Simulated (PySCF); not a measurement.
## RuH6: one-bond stretch

These are results of UPBE0 in PySCF with Ru def2-TZVP with ECP28, H def2-TZVP; scalar-relativistic core potentials, no spin–orbit coupling; density-fitted integrals, not measurements.

Rigid scan from the triplet minimum (H–H 0.845 Å (×2), Ru–H 1.622 Å (×2), Ru–H 1.773 Å (×2), Ru–H 1.834 Å (×2); H–H–Ru 72.5° (×2), H–H–Ru 80.5° (×2), H–Ru–H 27.0° (×2), H–Ru–H 68.5° (×2), H–Ru–H 84.4° (×2), H–Ru–H 95.6° (×2), H–Ru–H 111.4° (×2), H–Ru–H 138.4°, H–Ru–H 153.1° (×2), H–Ru–H 179.9° (×2)). Coordinate: the bond from Ru to the last atom (H) scaled, the rest fixed. Energies in kJ/mol from the minimum.

(1) Predict the curve at 0.92, 0.96, 1.00, 1.05, 1.12, 1.20, 1.35, 1.55, 1.80, 2.20.

Results:

(1) 
```csv
scale of one bond,E (kJ/mol),dipole size (D),⟨S²⟩
0.92,10.0,2.64,2.01
0.96,2.3,2.65,2.01
1.00,0.0,2.65,2.01
1.05,3.2,2.65,2.01
1.12,17.4,2.63,2.01
1.20,45.7,2.59,2.01
1.35,125.0,2.47,2.01
1.55,252.3,–,2.03
1.80,395.7,–,2.06
2.20,534.4,–,2.30
```

Spin contamination is strong at 2.20, so these points are less reliable.

Open d and f shells are described by one determinant, and the ground state may have another occupation or spin.
